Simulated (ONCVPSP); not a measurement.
# Ca: excitation energies, all-electron against ONCV

| Item | Value |
| --- | --- |
| Element | Ca |
| Generator | ONCVPSP 4.0.1 |
| Type | optimised norm-conserving Vanderbilt (ONCV) |
| Functional | LDA (Perdew-Wang 92) |
| Relativity | fully relativistic |
| Frozen core | [Ne] |
| Valence charge | 10 |
| Reference configuration | 3s2 3p6 4s1.5 4p0.5 |
| Partial waves | 3s+4s: rc 2.05 bohr, ncon 3, nbas 6, qcut 4.8 1/bohr, 2 projectors; 3p+4p: rc 2.50 bohr, ncon 4, nbas 7, qcut 5 1/bohr, 3 projectors, debl 0.7 Ha; d scattering state at 0.35 Ha: rc 2.50 bohr, ncon 5, nbas 8, qcut 4.3 1/bohr, 3 projectors, debl 1.2 Ha |
| Local potential | polynomial inside 1.55 bohr (lpopt 5, dvloc0 2 Ha) |
| Core correction | Teter function, fcfact 2.25, rcfact 1.4 |

Open shells are filled in proportion to 2j + 1.

In the d channel the program set the typed energies aside and used -0.099, 1.101, 2.301 Ha (j = l + 1/2; the other j can differ).

Energies are relative to the spin-unpolarised reference configuration 3s2 3p6 4s1.5 4p0.5; without spin polarisation the order of configurations can differ from experiment.

```tsv
valence configuration	charge	ΔE all-electron (eV)	error AE − PS (meV)
3s2 3p6 4s2 4p0	0	-1.227	-0.2
3s2 3p6 4s1 4p0	+1	5.230	0.0
3s2 3p6 4s0 4p0	+2	17.176	-2.7
```

(1) What are ΔE and the potential's error for 3s2 3p6 4s1.5 4p0?

Levels in the configuration 3s2 3p6 4s1.5 4p0:

| level | all-electron (eV) | pseudo (eV) |
| --- | --- | --- |
| 3s j=1/2 | -50.126 | -50.123 |
| 3p j=3/2 | -31.138 | -31.135 |
| 3p j=1/2 | -31.528 | -31.525 |
| 4s j=1/2 | -6.428 | -6.428 |

Results:

(1) ΔE = 1.337 eV all-electron; the error (AE − PS) is 0.0 meV.
